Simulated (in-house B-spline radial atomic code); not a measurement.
**PBE hybrid excitations of Sr⁸⁺**

Method: PBE hybrid with 0.6 exact exchange. Computed with an all-electron radial atomic-structure program (B-spline basis): linear response of the closed shell [Ar] 3d10 4s2 with the functional's adiabatic kernel; scalar-relativistic (spin-free one-electron X2C), finite nucleus, no spin-orbit coupling, no double excitations, S, P, D and F terms only; shells from n = 2 respond. Only terms of natural parity with L up to 3 were computed.

Command:
```bash
python run_td.py task.json out
```
Settings (radii: box in bohr, nucleus in fm):
```
Z                        38
electrons                30
configuration            [Ar] 3d10 4s2
hamiltonian              x2c
method                   pbeh
box_radius               11.59
exact_exchange_fraction  0.6
rms_radius               4.224
intervals                69
```

Cost of the run: 2 s on 1 thread of Arm Neoverse N1 (shared host).

The lowest states, in the order of their Tamm-Dancoff energies; the method's threshold (minus the highest occupied level) is 154.63 eV. Labels give the largest channel, * marks a mixed state, and oscillator strengths are full-response dipole values. Semilocal kernels can invert the small singlet-triplet splittings of Rydberg terms. Energies in eV:

| state | full response | Tamm-Dancoff | oscillator strength |
| --- | --- | --- | --- |
| 4s → 4p 3P | 18.261 | 18.615 | - |
| 4s → 4p 1P | 25.722 | 26.369 | 1.49 |
| 4s → 4d 3D | 53.77 | 53.81 | - |
| 4s → 4d 1D | 56.54 | 56.59 | - |
| 4s → 5s 3S | 75.34 | 75.35 | - |
| 4s → 5s 1S | 76.82 | 76.86 | - |
| 4s → 4f 3F | ? | ? | - |
| 4s → 5p 3P | 84.32 | 84.33 | - |
| 4s → 5p 1P | 84.96 | 85.00 | 0.135 |
| 4s → 4f 1F | ? | ? | - |

Problem. Where does 4s → 4f 3F lie?

Solution. At 84.15 eV in full response, 84.17 eV in Tamm-Dancoff.

Problem. Where does 4s → 4f 1F lie?

Solution. At 85.28 eV in full response, 85.29 eV in Tamm-Dancoff.

Problem. How large is the singlet-triplet splitting of 4s → 4p (P terms) in Tamm-Dancoff?

Solution. 7.75 eV, from the unrounded values.

Problem. What polarisabilities and dispersion coefficient does the method give?

Solution. Dipole 1.83 bohr³, quadrupole 1.408 bohr⁵, C6 2.803 hartree·bohr⁶ for two such species.
